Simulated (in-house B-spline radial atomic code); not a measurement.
The numbers below are computed, except where a source is named.
**Correlation energy from the adiabatic connection: −Z exp(−kr)/r, Z = 3.94, k = 1.06**

Two electrons in a singlet, external potential −Z exp(−kr)/r, Z = 3.94, k = 1.06 (atomic units). Full CI in B-splines (partial waves to l = 8, correlation up to 0.6 % small) with the density held fixed gives W(λ) = <V_ee>_λ − U, and E_c is the integral of W(λ) − W(0) from 0 to 1.

| λ | W(λ) − W(0) (hartree) |
| --- | --- |
| 0 | 0.00000 |
| 0.02 | -0.00192 |
| 0.05 | -0.00477 |
| 0.12 | -0.01137 |
| 0.25 | -0.02335 |
| 0.4 | -0.03676 |
| 0.6 | -0.05399 |
| 0.8 | -0.07051 |
| 1 | -0.08636 |

(1) Integrate the table by the trapezoid rule.

(2) Now use only three numbers: W(0) = -2.0853, the initial slope W'(0) = -0.09603 (extrapolated from the first points) and the strong-coupling limit of the point-charge-plus-continuum model, W∞ = -2.9762. What do second-order theory and the interpolation W(λ) = W∞ + (W(0) − W∞)/√(1 + 2χλ) of Seidl, Perdew and Levy give?

Results:

(1) The strips give -0.00002, -0.00010, -0.00056, -0.00226, -0.00451, -0.00907, -0.01245, -0.01569, which sum to -0.04466 hartree. The direct value, W(1) − W(0) + T_c with T_c = 0.04166, is -0.04471; the curve is convex, so chords lie above it and the trapezoids fall short in size by 0.10 %.

(2) Second order keeps the slope alone: E_c = W'(0)/2 = -0.04802, +7 % in size against -0.04471. Matching the slope fixes χ = W'(0)/(W∞ − W(0)) = -0.09603/(-0.89090) = 0.10779. Integrating, with s = √(1 + 2χ) = 1.102533, E_c = −(W(0) − W∞)(s − 1)/(s + 1) = −0.89090 × 0.102533/2.102533 = -0.04345 hartree, -2.8 % in size against the full result. At λ = 1 the formula gives W − W(0) = -0.08285 against -0.08636. Part of the miss can come from the model's W∞.
